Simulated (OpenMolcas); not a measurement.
4s² 4p⁴ along the 34-electron sequence

```json
{
  "Program": "OpenMolcas",
  "Method": "CASSCF",
  "Basis": "ANO-R3",
  "Scalar Hamiltonian": "X2C, finite nucleus",
  "Spin-orbit coupling": "state interaction with AMFI integrals over the reference wave functions, term energies averaged over their components"
}
```

Active space for each ion: 6 electrons in 4 orbitals (4s 4p).

Computed levels in cm-1 above ³P₂:

```csv
Level,Se,Br+,Kr2+
³P₁,1814,2847,4115
³P₀,2370,3565,4921
¹D₂,11789,14474,17091
¹S₀,21802,26750,31598
weight of ³P in the lowest level (%),99,98,98
```

Measured, with the error of the calculation in %. Measured levels: Se, Br+ from NIST Handbook of Basic Atomic Spectroscopic Data; Kr2+ from Saloman, J. Phys. Chem. Ref. Data 36, 215 (2007).

```tsv
Level	Se	Br+	Kr2+
³P₁	1989 (-8.8)	3136 (-9.2)	4548 (-9.5)
³P₀	2534 (-6.5)	3837 (-7.1)	5313 (-7.4)
¹D₂	9576 (+23.1)	12089 (+19.7)	14644 (+16.7)
¹S₀	22446 (-2.9)	27867 (-4.0)	33080 (-4.5)
```

The fine-structure level ³P₀ changes by a factor of 2.08 from Se to Kr2+. Its fourth root runs 6.98, 7.73, 8.38, with steps per unit of Z of 0.75, 0.65; equal steps would mean a (Z - σ)^4 law with constant σ.

¹D₂ changes by a factor of 1.45 over the same range, with steps per unit of Z of +2680, +2620 cm-1.

Without dynamic correlation excited terms often stand tens of per cent too high (terms of higher spin than the ground term too low), and those without a measured partner can miss by more than the paired ones (holds for Se; Br+). Computed and measured levels are paired by configuration, term and J; levels that our copy of the source lacks, or whose pairing is in doubt (as where it misses far off the trend of its configuration), stay unpaired and out of the deviations. Only configurations of the active space appear.
